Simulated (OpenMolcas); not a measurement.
Ir6+.

```
Program             : OpenMolcas 26.06
Basis               : ANO-RCC-VQZP [9s8p6d4f2g1h]
Scalar Hamiltonian  : DKH2, point nucleus
Active space        : 9 electrons in 8 orbitals (RAS1 5p, at most 2 holes; RAS2 5d)
State averaging     : 2S+1 = 4 even, 10 roots; 2S+1 = 2 even, 40 roots
Spin-orbit coupling : RASSI with atomic mean-field integrals over the reference wave functions, term energies averaged over their components
```

Two sets of levels on these reference wave functions, in cm-1 above 5d3 4F 3/2: one from RASSCF and one from MS-RASPT2, IPEA 0.25 Eh, imaginary shift 0.1 Eh (closed shells correlated: 5s).

| Level | Set 1 | Set 2 |
| --- | --- | --- |
| 5d3 4F 3/2 | 0.0 | 0.0 |
| 5d3 4F 5/2 | 8220 | 7980 |
| 5d3 4F 7/2 | 14280 | 14380 |
| 5d3 4P 1/2 [68 %] | 19820 | 21370 |
| 5d3 2G 7/2 | 27580 | 29370 |
| 5d3 2H 9/2 [55 %] | 28940 | 30830 |
| 5d3 4P 5/2 | 29650 | 30850 |
| 5d3 2P 1/2 [68 %] | 34800 | 36920 |
| 5d3 2H 11/2 | 38180 | 41410 |
| 5d3 2D 5/2(1) | 41400 | 43270 |
| 5d3 2G 9/2 [56 %] | 44800 | 47000 |
| 5d3 2P 3/2 [56 %] | 48510 | 50470 |
| 5d3 2F 5/2 | 46310 | 50610 |
| 5d3 2F 7/2 | 47530 | 51820 |
| 5d3 2D 3/2(2) | 69880 | 74080 |
| 5d3 2D 5/2(2) | 71300 | 74920 |

Question: Which set is which?

Answer: Set 1 is MS-RASPT2. Its levels of the other terms of 5d3 lie at 0.92 to 0.96 of the other set's values, as expected, since terms of lower spin or lower L gain more correlation energy than the Hund ground term.

CASPT2 does not keep the components of a term degenerate, so their means are used; among the terms shown or strongly mixed into the levels shown the widest spread is 650 cm-1 (5d3 4F, MS-RASPT2). Active for correlation alone: 5p; no level in the range computed is led by a configuration that opens it, so any true level of that kind is missing. Without dynamic correlation excited terms often stand tens of per cent too high (terms of higher spin than the ground term too low), and those without a measured partner can miss by more than the paired ones (holds for RASSCF). Levels of configurations outside the active space are missing. The table leaves out levels that lie high or whose names do not pair safely across all columns.

A share in square brackets marks a mixed level and gives the weight of the term that names it, the lowest over the columns. A number in round brackets counts repeated terms of one configuration in the order of the reference energies.
